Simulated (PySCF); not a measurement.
**VN(OH)₂: fields on a plane**

These are results of PBE0 in PySCF with V def2-SVP, N def2-SVP, O def2-SVP, H def2-SVP; no relativity; density-fitted integrals, not measurements.

The singlet minimum has O–H 0.963 Å (×2), V–N 1.509 Å, V–O 1.776 Å (×2); H–O–V 123.4° (×2), N–V–O 111.5° (×2), O–V–O 122.9°.

The plane holds V1 at (0.00, 0.00), N2 at (1.51, 0.00), O3 at (-0.65, 1.65), H5 at (-0.10, 2.44) Å. Columns run from x = -2.55 to 3.75 Å, rows from y = 4.65 (top) to -1.95 Å, in steps of 0.3 Å. Other isomers or separated fragments may lie lower.

Question: Give the lowest empty orbital (Å^-3/2) at -2.64 eV (cut at ±0.3; overall sign arbitrary). Lower edges of the bins (Å^-3/2): '_' -0.300, '.' -0.251, ':' -0.201, '-' -0.151, '=' -0.102, '+' -0.052, '*' -0.003, '#' 0.047, '%' 0.096, '@' 0.146; top 0.20, each point printed twice.

Answer: 
```
********************************************
********************************************
********************************************
********************************************
**********++++++++**************************
******++++++++++++**************************
******++++++++++++**************************
****++++++++++++++**************************
****++++++====++++**************************
****++++==--::++****************************
******++==--==%%##**************************
********++++**##**************++++++++******
************++++====++****++++++++++++++****
************++--__..--++**++======++++++++**
************==______..++**++::::--==++++++**
******####**==________++%%%%____::==++++++**
****######**==________==%%@@..__::==++++++**
****########++________==##**==----==++++++**
****########**==..__--++****++====++++++****
******########**++++++********++++++++++****
********##########**************************
********################********************
**********##############********************
```

Question: Give the electron localisation function (set to 0 where the density is under 0.005 e/Å³). Lower edges of the bins: '0' 0.000, '1' 0.100, '2' 0.199, '3' 0.299, '4' 0.398, '5' 0.497, '6' 0.597, '7' 0.697, '8' 0.796, '9' 0.895; top 0.99.

Answer: 
```
0000000000000000000000
0000000000000000000000
0000000000000000000000
0000000000000000000000
0000001577600000000000
0000014788860000000000
0001125899871000000000
0024457999960000000000
0146788999830000000000
0257884587510000000000
0257989176300012100000
0146884686212454421000
0024677752125777643000
0001221123127888864200
0000002678637778875300
0000016833747118986300
0000016833747118986300
0000002688637778875300
0000110144227888764200
0002343210026777643000
0013577741113555431000
0013577763101232200000
0003566652000000000000
```
